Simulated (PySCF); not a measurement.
H9Si4, charge +2, doublet, at a GFN2-xTB geometry of the parent state (a state made from the parent by changing its charge; the spin is typed, not shown lowest); MP2/pcseg-1 (PySCF).

PySCF was given this input:
```python
from pyscf import gto, scf, mp

mol = gto.M(
    atom='''
Si    2.950324    0.942052    0.302538
Si    0.736878    1.001632   -0.242572
Si   -0.627722   -0.823767    0.232872
Si   -2.873563   -0.994392   -0.300635
H     3.343207    0.878585    1.715660
H     3.825325   -0.036962   -0.354240
H     0.178856    2.209410    0.397297
H     0.667420    1.301230   -1.686629
H     0.081460   -1.981712   -0.349302
H    -0.468772   -1.046036    1.684462
H    -3.476163   -2.263950    0.119353
H    -3.661602    0.069626    0.328987
H    -3.092555   -0.887541   -1.746435
''',
    basis='pcseg-1',
    charge=2,
    spin=1,
    verbose=4,
)

mf = scf.UHF(mol)
mf.kernel()

pt = mp.MP2(mf)
pt.kernel()
print('E(MP2) = %.10f' % pt.e_tot)
```

It wrote (shortened):

```
PySCF version 2.14.0

[INPUT] verbose = 4
[INPUT] num. atoms = 13
[INPUT] num. electrons = 63
[INPUT] charge = 2
[INPUT] spin (= nelec alpha-beta = 2S) = 1
[INPUT] symmetry False subgroup None
[INPUT] Mole.unit = angstrom
[INPUT] Symbol           X                Y                Z      unit          X                Y                Z       unit  Magmom
[INPUT]  1 Si     2.950324000000   0.942052000000   0.302538000000 AA    5.575304338731   1.780220275099   0.571713962274 Bohr   0.0
[INPUT]  2 Si     0.736878000000   1.001632000000  -0.242572000000 AA    1.392497607217   1.892810157600  -0.458394645488 Bohr   0.0
[INPUT]  3 Si    -0.627722000000  -0.823767000000   0.232872000000 AA   -1.186222662364  -1.556694020455   0.440064302080 Bohr   0.0
[INPUT]  4 Si    -2.873563000000  -0.994392000000  -0.300635000000 AA   -5.430247071684  -1.879128540459  -0.568117813459 Bohr   0.0
[INPUT]  5 H      3.343207000000   0.878585000000   1.715660000000 AA    6.317745607729   1.660285027151   3.242127522871 Bohr   0.0
[INPUT]  6 H      3.825325000000  -0.036962000000  -0.354240000000 AA    7.228816587452  -0.069848057016  -0.669416582366 Bohr   0.0
[INPUT]  7 H      0.178856000000   2.209410000000   0.397297000000 AA    0.337988855735   4.175179796875   0.750782520111 Bohr   0.0
[INPUT]  8 H      0.667420000000   1.301230000000  -1.686629000000 AA    1.261241010057   2.458968325068  -3.187266883749 Bohr   0.0
[INPUT]  9 H      0.081460000000  -1.981712000000  -0.349302000000 AA    0.153937090107  -3.744892937764  -0.660085114763 Bohr   0.0
[INPUT] 10 H     -0.468772000000  -1.046036000000   1.684462000000 AA   -0.885850694865  -1.976721556436   3.183171847237 Bohr   0.0
[INPUT] 11 H     -3.476163000000  -2.263950000000   0.119353000000 AA   -6.568996034346  -4.278245459709   0.225544482145 Bohr   0.0
[INPUT] 12 H     -3.661602000000   0.069626000000   0.328987000000 AA   -6.919424957160   0.131574071149   0.621695328542 Bohr   0.0
[INPUT] 13 H     -3.092555000000  -0.887541000000  -1.746435000000 AA   -5.844081975154  -1.677209414323  -3.300283844355 Bohr   0.0

nuclear repulsion = 303.849261536651
number of shells = 30
number of NR pGTOs = 239
number of NR cGTOs = 117
basis = pcseg-1
ecp = {}

******** <class 'pyscf.scf.uhf.UHF'> ********
method = UHF
initial guess = minao
damping factor = 0
level_shift factor = 0
DIIS = <class 'pyscf.scf.diis.CDIIS'>
diis_start_cycle = 1
diis_space = 8
diis_damp = 0
SCF conv_tol = 1e-09
SCF conv_tol_grad = None
SCF max_cycles = 50
direct_scf = True
direct_scf_tol = 1e-13
number electrons alpha = 32  beta = 31
Set gradient conv threshold to 3.16228e-05
init E= -1160.44019029337

cycle= 1 E= -1159.83622179199  delta_E= 0.604  |g|= 0.39  |ddm|= 2.33
cycle= 2 E= -1160.01112152173  delta_E= -0.175  |g|= 0.118  |ddm|= 0.863
cycle= 3 E= -1160.03314224205  delta_E= -0.022  |g|= 0.0491  |ddm|= 0.292
cycle= 4 E= -1160.04180469338  delta_E= -0.00866  |g|= 0.0257  |ddm|= 0.16
cycle= 5 E= -1160.0447106402  delta_E= -0.00291  |g|= 0.0114  |ddm|= 0.115
cycle= 6 E= -1160.04529065361  delta_E= -0.00058  |g|= 0.00761  |ddm|= 0.0458
cycle= 7 E= -1160.04563121566  delta_E= -0.000341  |g|= 0.00562  |ddm|= 0.0374
cycle= 8 E= -1160.04593664623  delta_E= -0.000305  |g|= 0.00403  |ddm|= 0.044
cycle= 9 E= -1160.04616855596  delta_E= -0.000232  |g|= 0.00241  |ddm|= 0.0516
cycle= 10 E= -1160.04625519092  delta_E= -8.66e-05  |g|= 0.00109  |ddm|= 0.0398
cycle= 11 E= -1160.04626765655  delta_E= -1.25e-05  |g|= 0.000382  |ddm|= 0.0171
cycle= 12 E= -1160.04626837764  delta_E= -7.21e-07  |g|= 0.000171  |ddm|= 0.00314
cycle= 13 E= -1160.04626851364  delta_E= -1.36e-07  |g|= 9.61e-05  |ddm|= 0.00102
cycle= 14 E= -1160.04626856786  delta_E= -5.42e-08  |g|= 5.06e-05  |ddm|= 0.000623
cycle= 15 E= -1160.04626858845  delta_E= -2.06e-08  |g|= 2.5e-05  |ddm|= 0.000443
cycle= 16 E= -1160.04626859278  delta_E= -4.33e-09  |g|= 1.37e-05  |ddm|= 0.000179
cycle= 17 E= -1160.04626859418  delta_E= -1.4e-09  |g|= 6.65e-06  |ddm|= 0.000121
cycle= 18 E= -1160.04626859443  delta_E= -2.54e-10  |g|= 3e-06  |ddm|= 5.44e-05
Extra cycle  E= -1160.04626859446  delta_E= -2.91e-11  |g|= 2.24e-06  |ddm|= 7.06e-06
converged SCF energy = -1160.04626859446  <S^2> = 0.7595496  2S+1 = 2.0095269

******** <class 'pyscf.mp.ump2.UMP2'> ********
nocc = (np.int64(32), np.int64(31)), nmo = (117, 117)
E(UMP2) = -1160.41029848051  E_corr = -0.36402988604769
E(SCS-UMP2) = -1160.43536397335  E_corr = -0.389095378883423
E_corr(same-spin) = -0.0550851742774671
E_corr(oppo-spin) = -0.308944711770223
E(MP2) = -1160.4102984805
```
